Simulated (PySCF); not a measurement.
In(F)(Et)(OH) (C₂H₆FInO), SMILES [OH][In]([CH2]C)[F]. Coordinates come from a PBE-D3(BJ)/def2-SVP optimisation. The def2 effective core potentials stand for the cores of In; spin–orbit coupling is left out. One conformer was computed; it need not be the lowest.

Computed equilibrium geometry at PBE-D3(BJ)/def2-SVP (PySCF confirms it by a frequency run) as bond lengths and angles (one conformer of several):
Atoms: In1 F2 C3 C4 H5 H6 H7 H8 H9 O10 H11. Bond lengths (Å): In1–F2 1.986, In1–C3 2.181, In1–O10 2.023, C3–C4 1.527, C3–H5 1.109, C3–H6 1.109, C4–H7 1.109, C4–H8 1.109, C4–H9 1.112, O10–H11 0.977. Bond angles (°): F2–In1–C3 118.6, F2–In1–O10 106.2, C3–In1–O10 135.2, In1–C3–C4 115.4, In1–C3–H5 104.2, In1–C3–H6 104.1, C4–C3–H5 112.6, C4–C3–H6 112.6, H5–C3–H6 107.1, C3–C4–H7 112.3, C3–C4–H8 112.3, C3–C4–H9 110.8, H7–C4–H8 107.4, H7–C4–H9 106.8, H8–C4–H9 106.9, In1–O10–H11 109.5.
Charge 0, spin multiplicity 1.
